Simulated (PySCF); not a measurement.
CH6O3Si.
Z-matrix (Å and degrees, PBE0-D3(BJ)/def2-TZVP geometry), rows numbered from 1:
```
C 
Si  1  1.8468
O   2  1.6387  1  113.40
O   2  1.6368  1  105.58  3  -119.24
O   2  1.6473  1  112.20  3   117.29
H   1  1.0920  2  110.36  3    57.50
H   1  1.0929  2  111.05  3   176.88
H   1  1.0918  2  110.95  3   -62.63
H   3  0.9580  2  115.93  1   103.75
H   4  0.9586  2  116.78  1   167.32
H   5  0.9574  2  117.73  1    59.74
```

Level of theory: PySCF 2.14.0, PBE0-D3(BJ)/def2-TZVP geometry optimisation, gas phase.

Take the most abundant isotopes and a rigid rotor. The values belong to one conformer with, in the numbering `[CH3:1][Si:2]([OH:3])([OH:4])[OH:5]`, C1–Si2–O3–H 104°, C1–Si2–O4–H 167°, C1–Si2–O5–H 60°.

Task: Give the principal moments of inertia and the rotational constants in GHz.

Result: Ia = 126.43, Ib = 137.50, Ic = 143.20 u·Å²; 505379 MHz·u·Å²/I gives 3997, 3676 and 3529 MHz, that is A = 3.9973, B = 3.6756, C = 3.5291 GHz.

Task: Classify the top.

Result: An asymmetric top; Ray's κ = -0.374.

Task: What does the inertial defect say?

Result: Not planar: Δ = Ic − Ia − Ib = -120.72 u·Å². For a rigid frame Δ = −2 Σ m c², so Σ m c² = 60.36 u·Å² lies off the ab plane: 8.09 from hydrogen and 52.27 from heavier atoms. The atom farthest from that plane is 1.93 Å away.

Task: Give the other two planar moments, Paa and Pbb, and the rms extents of the mass along the axes.

Result: Paa = Σ m a² = (Ib + Ic − Ia)/2 = 77.13 and Pbb = Σ m b² = (Ia + Ic − Ib)/2 = 66.07 u·Å². With the mass M = 94.01 u, the rms extents √(P/M) along a, b and c are 0.91, 0.84, 0.80 Å.

Task: Give the coordinates in the principal-axis frame, origin at the centre of mass.

Result: The sense of each axis is arbitrary; atoms in the order of the calculation.
```tsv
atom	mass (u)	a (Å)	b (Å)	c (Å)
C1	12.000	1.701	0.666	0.349
Si2	27.977	0.014	0.001	0.003
O3	15.995	-0.951	-0.049	1.327
O4	15.995	0.246	-1.524	-0.544
O5	15.995	-0.821	0.944	-1.058
H6	1.008	2.193	0.072	1.123
H7	1.008	2.328	0.631	-0.545
H8	1.008	1.650	1.702	0.691
H9	1.008	-1.620	0.635	1.384
H10	1.008	-0.528	-2.087	-0.597
H11	1.008	-0.446	1.075	-1.929
```

Task: Predict some low-J microwave lines.

Result: The dipole components are |μa| = 0.39 D, |μb| = 0.86 D, |μc| = 1.11 D. Intensities carry the squares of the components, which stand as 0.12 : 0.59 : 1.00 (a : b : c). Some lines, for components of 0.1 D or more:

```json
{"type": "b", "branch": "Q", "J(Ka,Kc)": "2(1,1) ← 2(0,2)", "MHz": "654", "lower level (cm⁻¹)": "0.720"}
{"type": "b", "branch": "Q", "J(Ka,Kc)": "3(2,1) ← 3(1,2)", "MHz": "957", "lower level (cm⁻¹)": "1.469"}
{"type": "c", "branch": "Q", "J(Ka,Kc)": "2(2,1) ← 2(1,1)", "MHz": "965", "lower level (cm⁻¹)": "0.741"}
{"type": "b", "branch": "Q", "J(Ka,Kc)": "2(2,0) ← 2(1,1)", "MHz": "1005", "lower level (cm⁻¹)": "0.741"}
{"type": "c", "branch": "R", "J(Ka,Kc)": "1(1,0) ← 0(0,0)", "MHz": "7673", "lower level (cm⁻¹)": "0.000"}
{"type": "b", "branch": "R", "J(Ka,Kc)": "2(0,2) ← 1(1,1)", "MHz": "14048", "lower level (cm⁻¹)": "0.251"}
{"type": "a", "branch": "R", "J(Ka,Kc)": "2(1,2) ← 1(1,1)", "MHz": "14263", "lower level (cm⁻¹)": "0.251"}
{"type": "c", "branch": "R", "J(Ka,Kc)": "2(1,1) ← 1(0,1)", "MHz": "15024", "lower level (cm⁻¹)": "0.240"}
{"type": "b", "branch": "R", "J(Ka,Kc)": "2(2,1) ← 1(1,0)", "MHz": "15521", "lower level (cm⁻¹)": "0.256"}
{"type": "b", "branch": "R", "J(Ka,Kc)": "2(2,0) ← 1(1,1)", "MHz": "15707", "lower level (cm⁻¹)": "0.251"}
{"type": "b", "branch": "R", "J(Ka,Kc)": "3(1,2) ← 2(2,1)", "MHz": "20839", "lower level (cm⁻¹)": "0.774"}
{"type": "a", "branch": "R", "J(Ka,Kc)": "3(1,2) ← 2(1,1)", "MHz": "21805", "lower level (cm⁻¹)": "0.741"}
{"type": "c", "branch": "R", "J(Ka,Kc)": "3(1,2) ← 2(0,2)", "MHz": "22459", "lower level (cm⁻¹)": "0.720"}
{"type": "c", "branch": "R", "J(Ka,Kc)": "3(2,1) ← 2(1,1)", "MHz": "22762", "lower level (cm⁻¹)": "0.741"}
{"type": "c", "branch": "R", "J(Ka,Kc)": "3(2,2) ← 2(1,2)", "MHz": "23019", "lower level (cm⁻¹)": "0.727"}
{"type": "b", "branch": "R", "J(Ka,Kc)": "3(3,1) ← 2(2,0)", "MHz": "23571", "lower level (cm⁻¹)": "0.775"}
{"type": "c", "branch": "R", "J(Ka,Kc)": "3(3,0) ← 2(2,0)", "MHz": "23578", "lower level (cm⁻¹)": "0.775"}
{"type": "c", "branch": "R", "J(Ka,Kc)": "3(3,1) ← 2(2,1)", "MHz": "23611", "lower level (cm⁻¹)": "0.774"}
```

Not checked by PBE0-D3(BJ)/def2-TZVP frequencies. Constants of a rigid frame at the computed geometry: no zero-point averaging, no centrifugal distortion. A rigid rotor knows nothing of internal rotation, which can split or shift real lines.

The run took 6.4 min on Arm Neoverse V1, one thread, no GPU, on a shared host, and the process peaked at 0.73 GiB of memory. This is the geometry optimisation.
